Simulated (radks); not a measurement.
Results of a calculation; reference values are marked as such.
Effect of the nuclear size on the iodine ion I15+, [Kr] 4d2. Level of theory: Dirac Kohn-Sham, LDA (Slater exchange, Perdew-Wang correlation), spin-unpolarised, spherical densities, finite nucleus; open shells are shared between the two j in proportion to 2j + 1; Fermi nuclear charge, rms radius 4.75 fm (a radial shooting solver on a logarithmic mesh with Libxc functionals). The rms radius is varied about that value; shifts are against it.

rms radius (fm)  total energy shift (eV)  density at nucleus (e/bohr^3)  1s1/2 shift (meV)  2s1/2 shift (meV)  4s1/2 shift (meV)  4p1/2 shift (meV)  4d5/2 shift (meV)  5s1/2 (empty) shift (meV)  5p1/2 (empty) shift (meV)
4.1705                             -1.35                      2.537e+05               -565              -66.3              -3.21              0.197              0.214                      -1.12                      0.059
4.484                             -0.639                      2.506e+05               -267              -31.3              -1.51              0.093              0.101                     -0.531                      0.028
4.75                                   0                      2.481e+05              0.000              0.000              0.000              0.000              0.000                      0.000                      0.000
5.2155                              1.19                      2.441e+05                498               58.4               2.82             -0.173             -0.188                      0.989                     -0.052
5.6145                              2.28                       2.41e+05                955                112               5.42             -0.332             -0.362                       1.90                     -0.099

Slopes of the eigenvalues against <r^2> in GHz/fm^2, as finite differences over the two radii next to the reference (eigenvalue slopes, not the field-shift constants of lines): 1s1/2 26100, 2s1/2 3060, 4s1/2 148, 4p1/2 -9.07, 4d5/2 -9.87, 5s1/2 (empty) 51.8, 5p1/2 (empty) -2.72.
